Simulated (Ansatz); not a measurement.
The pair A = HCl (SMILES Cl) (first 2 atoms), B = ClH3Si (SMILES [SiH3]Cl); geometry from B3LYP-D3(BJ)/def2-TZVP.
(charge 0, multiplicity 1):
```xyz
7

Cl     0.181     0.427    -0.082
H     -0.089    -0.456     0.818
Si     0.041     0.641     3.823
Cl    -0.410    -1.269     3.125
H     -0.053     0.601     5.294
H     -0.944     1.575     3.251
H      1.410     0.970     3.387
```

Correlated levels freeze the cores. MP2 and its Hartree–Fock in aug-cc-pV(Q+d)Z are density fitted.

Codes used: Ansatz (a quantum-chemistry and plane-wave program) with Gaussian orbitals. Values without a source in brackets are computed.

The counterpoise-corrected interaction energy is E(AB) − E(A in the pair's basis) − E(B in the pair's basis). Total energies (hartree):

```
level                               AB  A in the pair's basis  B in the pair's basis
-----------------------  -------------  ---------------------  ---------------------
HF/aug-cc-pV(T+d)Z       -1210.3710218           -460.1083939           -750.2631028
MP2/aug-cc-pV(T+d)Z      -1210.9112750           -460.3168866           -750.5900476
HF/aug-cc-pV(Q+d)Z       -1210.3810340           -460.1116993           -750.2698023
MP2/aug-cc-pV(Q+d)Z      -1210.9640585           -460.3371793           -750.6222312
MP2/aug-cc-pV(D+d)Z      -1210.7580977           -460.2579175           -750.4967140
CCSD(T)/aug-cc-pV(D+d)Z  -1210.8247506           -460.2804764           -750.5415194
```

Q: Work out the counterpoise-corrected interaction energy at the basis-set limit: extrapolate the MP2 correlation part as X⁻³, take Hartree–Fock from the larger set, and add the CCSD(T) − MP2 difference of aug-cc-pV(D+d)Z.

A: 
1. Differences (1 hartree = 627.509 kcal/mol): HF/aug-cc-pV(T+d)Z 0.298; MP2/aug-cc-pV(T+d)Z -2.724; HF/aug-cc-pV(Q+d)Z 0.293; MP2/aug-cc-pV(Q+d)Z -2.917; MP2/aug-cc-pV(D+d)Z -2.175; CCSD(T)/aug-cc-pV(D+d)Z -1.729.
2. Correlation parts, MP2 less HF: -3.022 in aug-cc-pV(T+d)Z (X = 3), -3.210 in aug-cc-pV(Q+d)Z (X = 4).
3. Limit (4³·(-3.210) − 3³·(-3.022))/(4³ − 3³) = -3.347; with HF/aug-cc-pV(Q+d)Z it gives -3.054.
4. CCSD(T) less MP2 in aug-cc-pV(D+d)Z: 0.446.
Result: -2.61 kcal/mol, against -2.72 at MP2/aug-cc-pV(T+d)Z. It is an estimate of this method's limit, not of the exact value.
